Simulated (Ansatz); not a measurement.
A run for Ansatz (a quantum-chemistry and plane-wave program): R-BLYP/def2-TZVPP on CH3BrTe (SMILES C[Te]Br), a point of a torsion scan. Elements past Kr take the def2 small-core potentials; no spin–orbit coupling.

Ansatz 0.2 input:
```yaml
crystal:
  periodic: [false, false, false]
  atoms:
    - {symbol: C, position_ang: [-0.72077684, -0.00787375, 0.04213639]}
    - {symbol: Te, position_ang: [1.05507484, 1.21767000, -0.13480295]}
    - {symbol: Br, position_ang: [1.69832399, 0.97860935, 2.24862284]}
    - {symbol: H, position_ang: [-0.81612946, -0.35569808, 1.06228356]}
    - {symbol: H, position_ang: [-1.59121519, 0.57781465, -0.22323368]}
    - {symbol: H, position_ang: [-0.64076663, -0.85722651, -0.62368059]}
basis:
  gaussian:
    orbitals: def2-TZVPP
hamiltonian:
  xc: {name: BLYP}
scf: {lower_state_search: off}
```

Program output:

```
WARN ansatz: RAYON_NUM_THREADS=1 ignored (pool sized by the plan → 1); use --threads N
Functional definition: BLYP
these checks for a lower state are left out or cut short: stability, starts, cluster_reference, orbital_swaps, neighbouring_geometries, increment
integrals: 0.09 GiB planned
1119 factors; their error is unknown
mean field: 0.60 GiB planned
mean field evaluation 1: about -78414.8625 eV, gradient 6.7e1 eV
mean field evaluation 2: about -78365.8752 eV, gradient 1.3e2 eV
mean field evaluation 4: about -78425.1008 eV, gradient 1.5e1 eV
mean field evaluation 8: about -78425.4973 eV, gradient 1.5e-1 eV
mean field evaluation 16: about -78425.3357 eV, gradient 7.1e-4 eV
mean field -78425.33567836 eV, -2882.0779275781 hartree, gradient 6.7e-6 eV, S^2 0.000000; 0 other end points of the search recorded, 0 dependent functions left out
reference -78425.33599368 eV, -2882.0779391658 hartree; 34, 34 occupied and 137, 137 virtual orbitals, 1119 factors
Total energy: -78425.33599368 eV, -2882.0779391658 hartree
Checks for a lower state left out: stability, starts, cluster_reference, orbital_swaps, neighbouring_geometries, increment
```

The run converged.

Cost: about 2.4 core-seconds (a rough figure).
